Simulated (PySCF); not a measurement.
# How methods differ on the ionisation energy of Ti(2+)

Ti(2+) [Ar] 3d2 (3F) → Ti(3+) [Ar] 3d1 (2D), as a difference of total energies. All numbers are calculated (PySCF 2.14, the spin-free X2C one-electron Hamiltonian (Gaussian nucleus), in aug-cc-pwCVTZ-DK). Correlated levels: valence: [Ar] frozen; valence and next inner shell: [Ne] frozen; nothing frozen. The calculations carry no spin-orbit coupling.

```
                                method  ionisation energy (eV)
                                   UHF                  26.611
                                   LDA                  28.026
                                   PBE                  27.944
                                  PBE0                  27.826
                                r2SCAN                  27.919
                                 B97-3                  27.641
                                PBEsol                  27.859
                                 M06-L                  27.465
                         MP2 (valence)                  26.751
                     SCS-MP2 (valence)                  26.658
    MP2 (valence and next inner shell)                  27.313
SCS-MP2 (valence and next inner shell)                  27.197
                   MP2 (all electrons)                  27.333
               SCS-MP2 (all electrons)                  27.209
```

Errors of the correlated levels include the incompleteness of this basis and the frozen core.

Problem. Which method comes closest to the reference value, and which is furthest?

Solution. The reference is 27.492 eV (measured; NIST Atomic Spectra Database, ionization energies). Closest: M06-L (error -0.027 eV); furthest: UHF (error -0.881 eV).
